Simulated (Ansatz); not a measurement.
In(pzH)Cl3 (C₃H₄Cl₃InN₂). Total charge 0; singlet. Geometry PBE-D4/def2-SVP, basis def2-TZVP, Ansatz.

Cartesian coordinates in Å:
```
In -1.418 0.250 -1.968
N -0.090 0.205 -0.119
C 0.472 1.111 0.701
C 1.209 0.453 1.706
C 1.053 -0.910 1.434
N 0.270 -1.007 0.336
H 0.317 2.182 0.527
H 1.781 0.905 2.522
H 1.439 -1.803 1.938
H -0.086 -1.825 -0.197
Cl -3.431 1.246 -1.240
Cl -1.384 -2.167 -2.035
Cl -0.132 1.361 -3.606
```

```json
{"run": "A", "HOMO (eV)": "-10.86", "LUMO (eV)": "0.07"}
{"run": "B", "HOMO (eV)": "-7.56", "LUMO (eV)": "-2.62"}
{"run": "C", "HOMO (eV)": "-9.96", "LUMO (eV)": "-0.92"}
{"run": "D", "HOMO (eV)": "-7.19", "LUMO (eV)": "-2.83"}
{"run": "E", "HOMO (eV)": "-8.31", "LUMO (eV)": "-2.22"}
{"run": "F", "HOMO (eV)": "-8.61", "LUMO (eV)": "-1.93"}
```

In the def2 sets In takes a core potential; there is no spin–orbit coupling. B3LYP takes the VWN-RPA correlation.

**Question.** The runs used B3LYP, CAM-B3LYP, PBE, PBE0, r2SCAN, ωB97M-V. Estimate which is which.

**Answer.** A ωB97M-V (range-separated); B r2SCAN (0 % exact exchange); C CAM-B3LYP (range-separated); D PBE (0 % exact exchange); E B3LYP (20 % exact exchange); F PBE0 (25 % exact exchange). Exact exchange lowers occupied and raises empty levels; among semilocal functionals meta-GGAs tend to open the gap a little, and such runs are hard to tell apart. The gap grows from 4.36 eV (PBE) to 10.93 eV (ωB97M-V).
